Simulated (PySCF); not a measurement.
# Dipole response of Ag⁻ (silver, charge -1)

[Kr] 4d10 5s2, closed-shell 1S. Calculation: PySCF 2.14, in aug-cc-pVTZ-PP with ECP28MDF (6s6p5d3f2g, 88 functions); scalar relativity through the core potential. Coupled (time-dependent) response in atomic units; α is the mean over directions.

```csv
method,mean α (bohr³),C₆ (like pair),S(−4)
UHF,427.4,8417,132700
```

S(−4) is the Cauchy moment in α(ω) = α(0) + S(−4) ω² + …

α(iu) at UHF:

| u (hartree) | α(iu) (bohr³) |
| --- | --- |
| 0 | 427.4 |
| 0.0500 | 247.9 |
| 0.100 | 120.5 |
| 0.200 | 46.88 |
| 0.300 | 26.51 |
| 0.500 | 13.51 |
| 0.750 | 8.298 |
| 1.00 | 5.949 |
| 1.50 | 3.654 |
| 2.00 | 2.505 |
| 3.00 | 1.392 |
| 5.00 | 0.6040 |

A single London oscillator, α(iu) = α/(1 + u²/ω²), gives C₆ = (3/4) ω α². Matching the computed C₆ needs ω = 4 × 8417 / (3 × 427.4²) = 0.0614 hartree.

For an ion, C₆ is the dispersion term alone; charge-induced terms of lower order in 1/R come first.

Energies and moments cover only the electrons outside the core potential.
